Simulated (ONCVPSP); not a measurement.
Configuration tests for zinc (ONCV)

| Quantity | Value |
| --- | --- |
| Element | zinc |
| Generator | ONCVPSP 4.0.1 |
| Type | optimised norm-conserving Vanderbilt (ONCV) |
| Functional | PBE |
| Relativity | fully relativistic |
| Frozen core | [Ne] |
| Valence charge | 20 |
| Reference configuration | 3s2 3p6 3d10 4s2 |
| Partial waves | 3s+4s: rc 0.95 bohr, ncon 3, nbas 6, qcut 13.9 1/bohr, 2 projectors; 3p: rc 0.95 bohr, ncon 3, nbas 6, qcut 18.1 1/bohr, 2 projectors, debl 0.7 Ha; 3d: rc 0.75 bohr, ncon 3, nbas 6, qcut 13.4 1/bohr, 2 projectors, debl 1.5 Ha |
| Local potential | polynomial inside 0.55 bohr (lpopt 1, dvloc0 -1 Ha) |
| Core correction | Teter function fitted to the true core (icmod 2), fcfact 0.2 |

Open shells are filled in proportion to 2j + 1.

In the p channel the program set the typed energies aside and used -3.027, 0.250 Ha (j = l + 1/2; the other j can differ).

Energies are relative to the spin-unpolarised reference configuration 3s2 3p6 3d10 4s2; without spin polarisation the order of configurations can differ from experiment.

```tsv
valence configuration	charge	ΔE all-electron (eV)	error AE − PS (meV)
3s2 3p6 3d10 4s1	+1	9.889	+0.8
3s2 3p6 3d9 4s0	+3	68.865	-16
3s2 3p6 3d10 4s1.5	+0.5	3.941	+0.3
```

Task: What are ΔE and the potential's error for 3s2 3p6 3d10 4s0?

Result: ΔE = 28.332 eV all-electron; the error (AE − PS) is +2.7 meV.
